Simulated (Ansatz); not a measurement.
CH₉HfNO₃Si, SMILES `C[O][Hf]([NH2])([OH])[O][SiH3]`. The species carries charge 0 and has multiplicity 1. Hf: def2 effective core potential.

```xyz
16

C    -0.379   -2.756   -1.092
O     0.006   -1.647   -0.354
Hf    0.436   -0.112    0.711
N     2.415    0.307    0.434
O     0.177   -0.329    2.610
O    -0.664    1.379    0.059
Si   -1.402    2.704   -0.521
H     0.490   -3.222   -1.569
H    -0.858   -3.504   -0.451
H    -1.089   -2.472   -1.876
H     3.037    0.657    1.148
H     2.936    0.199   -0.424
H    -0.179   -0.596    3.450
H    -0.919    3.016   -1.895
H    -1.131    3.881    0.349
H    -2.875    2.495   -0.580
```

(1) List the harmonic frequencies (cm⁻¹, unscaled) at PBE0-D4/def2-TZVP in Ansatz. (Estimate.)

## Answers

(1) Computed: 12i, 33, 41, 47, 60, 69, 95, 155, 163, 177, 183, 209, 244, 287, 372, 413, 480, 521, 617, 683, 731, 732, 956, 957, 985, 1051, 1184, 1184, 1243, 1480, 1492, 1492, 1547, 2203, 2204, 2211, 3010, 3077, 3077, 3574, 3664, 4024.
